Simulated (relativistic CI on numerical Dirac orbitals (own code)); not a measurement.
**Slater and spin-orbit integrals, Ag XXVIII**

Calculated at this level of theory: Dirac-Coulomb-Breit CI, orbitals from a KLI potential per configuration, model QED, unscaled Slater integrals (own radial code, finite nucleus).

Slater integrals F^k, G^k are unscaled and averaged over j, outside the closed core [Ne]; ζ comes from projecting the Hamiltonian with its Breit term on Σ l·s of the shell.

- 3s2 3p6 3d2: F^2(3d,3d) = 341350, F^4(3d,3d) = 220140, ζ(3d) = 25892 cm⁻¹; <r>(3d) = 0.2983, <r^2>(3d) = 0.1034 (bohr units).
- 3s2 3p5 3d3: ζ(3p) = 202790, F^2(3d,3d) = 340530, F^4(3d,3d) = 219590, F^2(3p,3d) = 299130, G^1(3p,3d) = 324590, G^3(3p,3d) = 215240, ζ(3d) = 25511 cm⁻¹; <r>(3p) = 0.3327, <r^2>(3p) = 0.1278, <r>(3d) = 0.2989, <r^2>(3d) = 0.1039 (bohr units).
- 3s 3p6 3d3: F^2(3d,3d) = 340170, F^4(3d,3d) = 219350, G^2(3s,3d) = 244250, ζ(3d) = 25716 cm⁻¹; <r>(3s) = 0.3404, <r^2>(3s) = 0.132, <r>(3d) = 0.2992, <r^2>(3d) = 0.1041 (bohr units).

Task: Give the Racah parameters of the d shell in 3s2 3p6 3d2.

Result: B = F²/49 − 5F⁴/441 = 4470 cm⁻¹ and C = 35F⁴/441 = 17471 cm⁻¹.

Averages of the first 10 configurations, taken without configuration mixing, which lowers the lowest level and can move excited configurations by several eV; other configurations of the list can lie among them:

```json
{"Configuration": "3s2 3p6 3d2", "Parity": "even", "States": "45", "Average energy above the lowest level (eV)": "13.9"}
{"Configuration": "3s2 3p5 3d3", "Parity": "odd", "States": "720", "Average energy above the lowest level (eV)": "186.8"}
{"Configuration": "3s 3p6 3d3", "Parity": "even", "States": "240", "Average energy above the lowest level (eV)": "323.9"}
{"Configuration": "3s2 3p6 3d 4s", "Parity": "even", "States": "20", "Average energy above the lowest level (eV)": "598.7"}
{"Configuration": "3s2 3p6 3d 4p", "Parity": "odd", "States": "60", "Average energy above the lowest level (eV)": "647.9"}
{"Configuration": "3s2 3p6 3d 4d", "Parity": "even", "States": "100", "Average energy above the lowest level (eV)": "715.2"}
{"Configuration": "3s2 3p6 3d 4f", "Parity": "odd", "States": "140", "Average energy above the lowest level (eV)": "773.1"}
{"Configuration": "3s2 3p5 3d2 4s", "Parity": "odd", "States": "540", "Average energy above the lowest level (eV)": "765.8"}
{"Configuration": "3s2 3p5 3d2 4p", "Parity": "even", "States": "1620", "Average energy above the lowest level (eV)": "815.1"}
{"Configuration": "3s2 3p5 3d2 4d", "Parity": "odd", "States": "2700", "Average energy above the lowest level (eV)": "882.0"}
```
